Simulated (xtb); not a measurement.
I4Zr, charge +1, doublet, at a GFN2-xTB geometry of the parent state (such geometries of metal compounds can be far from the true shape) (a state made from the parent by changing its charge; the spin is typed, not shown lowest).

Here is a job for xtb.
```
$ xtb mol.xyz --gfn 0 --chrg 1 --uhf 1 --json

# file mol.xyz
5

Zr    -0.00000000     0.00000000    -0.00000000
I      2.18545725    -0.64946479    -1.61123517
I      0.86527892     0.40345503     2.62347539
I     -1.19847694     2.33403420    -0.95396228
I     -1.85225923    -2.08802445    -0.05827794
```

Q: What does this run give for the partial charges in atom order, total energy?

A: 
```yaml
partial_charges_in_atom_order: Zr1 1.13, I2 -0.03, I3 -0.03, I4 -0.03, I5 -0.03
total_energy: -13.9775 Eh
```
